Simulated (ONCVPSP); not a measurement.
## Transferability test, ONCV potential for beryllium

* Element: Be
* Generator: ONCVPSP 4.0.1
* Type: optimised norm-conserving Vanderbilt (ONCV)
* Functional: PBE
* Relativity: scalar-relativistic
* Frozen core: none
* Valence charge: 4
* Reference configuration: 1s2 2s1 (charge +1)
* Partial waves: 1s+2s: rc 0.70 bohr, ncon 4, nbas 8, qcut 17.1 1/bohr, 2 projectors; p scattering state at 0.17 Ha: rc 0.65 bohr, ncon 3, nbas 6, qcut 14.7 1/bohr, local; d scattering state at 0.08 Ha: rc 0.65 bohr, ncon 3, nbas 7, qcut 12.3 1/bohr, 2 projectors, debl 1.3 Ha
* Local potential: the p channel
* Core correction: none

Energies are relative to the spin-unpolarised reference configuration 1s2 2s1; without spin polarisation the order of configurations can differ from experiment.

(1) Give the all-electron excitation energy and the error of the potential for: 1s2 2s2; 1s2 2s0; 1s2 2s1.5; 1s2 2s0 2p1.

Levels in the configuration 1s2 2s0:

| level | all-electron (eV) | pseudo (eV) |
| --- | --- | --- |
| 1s | -132.283 | -132.235 |

## Answers

(1)

```json
{"valence configuration": "1s2 2s2", "charge": "0", "ΔE all-electron (eV)": "-9.551", "error AE − PS (meV)": "+0.2"}
{"valence configuration": "1s2 2s0", "charge": "+2", "ΔE all-electron (eV)": "17.948", "error AE − PS (meV)": "+1.3"}
{"valence configuration": "1s2 2s1.5", "charge": "+0.5", "ΔE all-electron (eV)": "-5.790", "error AE − PS (meV)": "+0.1"}
{"valence configuration": "1s2 2s0 2p1", "charge": "+1", "ΔE all-electron (eV)": "3.909", "error AE − PS (meV)": "+1.2"}
```
